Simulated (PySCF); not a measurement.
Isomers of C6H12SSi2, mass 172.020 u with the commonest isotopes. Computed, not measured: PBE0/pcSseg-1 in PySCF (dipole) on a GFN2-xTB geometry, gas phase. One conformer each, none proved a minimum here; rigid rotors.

Question: Order these by rotational constant A, smallest first.
A. `[CH:1]#[C:2][Si@:3]1([CH3:4])[CH2:5][C@H:6]([S:7][SiH3:8])[CH2:9]1` with C5–C6–S7–Si8 65°, C2–Si3–C5–C6 -124°, Si3–C5–C6–S7 135°, C5–C6–C9–Si3 -14°, C2–Si3–C9–C6 122°
B. `[SiH3:1]/[CH:2]=[C:3](/[SiH3:4])[CH:5]1[CH2:6][C:7](=[S:8])[CH2:9]1` with C2–C3–C5–C6 144°
C. `[CH:1]#[C:2][SiH2:3][S:4][Si@H:5]([CH3:6])[CH2:7][CH:8]=[CH2:9]` with C2–Si3–S4–Si5 75°, Si3–S4–Si5–C6 -50°, S4–Si5–C7–C8 -177°, Si5–C7–C8–C9 -102°
D. `[CH:1]#[C:2][SiH2:3][C@@H:4]1[CH2:5][CH2:6][CH2:7][S:8][SiH2:9]1` with C2–Si3–C4–C5 -59°, Si3–C4–C5–C6 175°, C4–C5–C6–C7 73°, C5–C6–C7–S8 -76°, C6–C7–S8–Si9 58°

Answer: B (1628 MHz), C (1843 MHz), A (1921 MHz), D (2068 MHz).

Question: Order these by rotational constant C, smallest first.
A. `[SiH3:1]/[CH:2]=[C:3](/[SiH3:4])[CH:5]1[CH2:6][C:7](=[S:8])[CH2:9]1` with C2–C3–C5–C6 144°
B. `[CH:1]#[C:2][SiH2:3][C@@H:4]1[CH2:5][CH2:6][CH2:7][S:8][SiH2:9]1` with C2–Si3–C4–C5 -59°, Si3–C4–C5–C6 175°, C4–C5–C6–C7 73°, C5–C6–C7–S8 -76°, C6–C7–S8–Si9 58°
C. `[CH:1]#[C:2][Si@:3]1([CH3:4])[CH2:5][C@H:6]([S:7][SiH3:8])[CH2:9]1` with C5–C6–S7–Si8 65°, C2–Si3–C5–C6 -124°, Si3–C5–C6–S7 135°, C5–C6–C9–Si3 -14°, C2–Si3–C9–C6 122°

Answer: A (422.8 MHz), C (438.0 MHz), B (452.2 MHz).

Question: Order these by rotational constant B, largest first.
A. `[CH:1]#[C:2][SiH2:3][S:4][Si@H:5]([CH3:6])[CH2:7][CH:8]=[CH2:9]` with C2–Si3–S4–Si5 75°, Si3–S4–Si5–C6 -50°, S4–Si5–C7–C8 -177°, Si5–C7–C8–C9 -102°
B. `[CH:1]#[C:2][SiH2:3][C@@H:4]1[CH2:5][CH2:6][CH2:7][S:8][SiH2:9]1` with C2–Si3–C4–C5 -59°, Si3–C4–C5–C6 175°, C4–C5–C6–C7 73°, C5–C6–C7–S8 -76°, C6–C7–S8–Si9 58°
C. `[SiH3:1]/[CH:2]=[C:3](/[SiH3:4])[CH:5]1[CH2:6][C:7](=[S:8])[CH2:9]1` with C2–C3–C5–C6 144°
D. `[CH:1]#[C:2][Si@:3]1([CH3:4])[CH2:5][C@H:6]([S:7][SiH3:8])[CH2:9]1` with C5–C6–S7–Si8 65°, C2–Si3–C5–C6 -124°, Si3–C5–C6–S7 135°, C5–C6–C9–Si3 -14°, C2–Si3–C9–C6 122°

Answer: B (540.3 MHz), C (516.7 MHz), A (494.6 MHz), D (466.7 MHz).

```tsv
SMILES	point group	Ia (u·Å²)	Ib (u·Å²)	Ic (u·Å²)	κ	μa (D)	μb (D)	μc (D)
C#C[Si@]1(C)C[C@H](S[SiH3])C1	C1	263.11	1082.97	1153.87	-0.96	1.40	1.34	1.08
[SiH3]/C=C(/[SiH3])C1CC(=S)C1	C1	310.46	978.04	1195.41	-0.84	2.28	0.22	0.25
C#C[SiH2]S[Si@H](C)CC=C	C1	274.23	1021.85	1199.66	-0.90	0.13	1.73	0.72
C#C[SiH2][C@@H]1CCCS[SiH2]1	C1	244.42	935.34	1117.52	-0.89	1.53	1.58	0.49
```
